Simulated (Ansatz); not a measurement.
Consider the formal exchange of groups at the Al–Si bond: `OC1=NC[SiH]1[AlH2]` + `C=C(C)Cl` → `C/C(Cl)=[CH]\[AlH2]` + `OC1=NC[SiH2]1`.

Calculated with Ansatz (gas phase, PBE0-D4/def2-TZVP geometries, no zero-point term in ΔE). CCSD(T)/CBS adds triple-zeta CCSD(T) − MP2 to the extrapolated MP2 energy (def2 sets, frozen cores). DFT in def2-TZVPP. B3LYP here is the variant with VWN-RPA as its local correlation; programs differ in this. One conformer a species, not always the lowest.

`OC1=NC[SiH]1[AlH2]`:

Cartesian coordinates in Å:
```
O 1.400 1.060 -1.875
C 0.564 0.937 -0.848
N -0.514 1.614 -0.711
C -1.068 1.121 0.575
Si 0.383 -0.115 0.706
Al 0.064 -2.539 0.425
H 1.041 1.747 -2.458
H -1.102 1.916 1.324
H -2.077 0.723 0.452
H 1.398 0.183 1.764
H 1.124 -3.392 -0.393
H -1.214 -3.254 1.039
```

`C=C(C)Cl`:

```xyz
9

C     1.105   -0.056   -0.866
C     0.157    0.433   -0.083
C    -0.873   -0.349    0.649
Cl    0.038    2.151    0.162
H     1.821    0.581   -1.367
H     1.175   -1.127   -1.015
H    -0.799   -0.171    1.725
H    -1.877   -0.049    0.339
H    -0.746   -1.415    0.457
```

`C/C(Cl)=[CH]\[AlH2]`:

Cartesian coordinates in Å:
```
C -0.219 1.202 0.907
C -0.816 0.503 -0.262
Cl -2.272 1.301 -0.820
C -0.377 -0.596 -0.880
Al 1.203 -1.602 -0.402
H -0.935 1.238 1.733
H 0.687 0.696 1.242
H 0.022 2.236 0.648
H -0.978 -0.935 -1.722
H 1.558 -2.892 -1.252
H 2.126 -1.152 0.809
```

`OC1=NC[SiH2]1`:

```xyz
10

O    -1.065    1.318    1.573
C    -0.508    0.559    0.636
N    -1.125    0.127   -0.401
C    -0.086   -0.661   -1.124
Si    1.147   -0.229    0.246
H    -1.988    1.466    1.315
H    -0.382   -1.706   -1.229
H     0.099   -0.254   -2.120
H     2.283    0.681   -0.057
H     1.625   -1.302    1.159
```

```tsv
level	ΔE (kcal/mol)	difference from CCSD(T)/CBS
PBE-D4	-0.4	2.3
B3LYP-D4	-3.0	-0.3
ωB97X-V	-2.7	0.0
ωB97M-V	-4.4	-1.7
r2SCAN	-2.7	0.0
B3LYP	-2.6	0.1
CCSD/def2-TZVPP	-2.4	0.3
HF/def2-QZVPP	-3.4	-0.7
MP2/def2-QZVPP	-4.9	-2.2
MP2/CBS(def2)	-4.9	-2.2
CCSD(T)/CBS	-2.7	0
```

Largest T1 diagnostic among the species: 0.015.
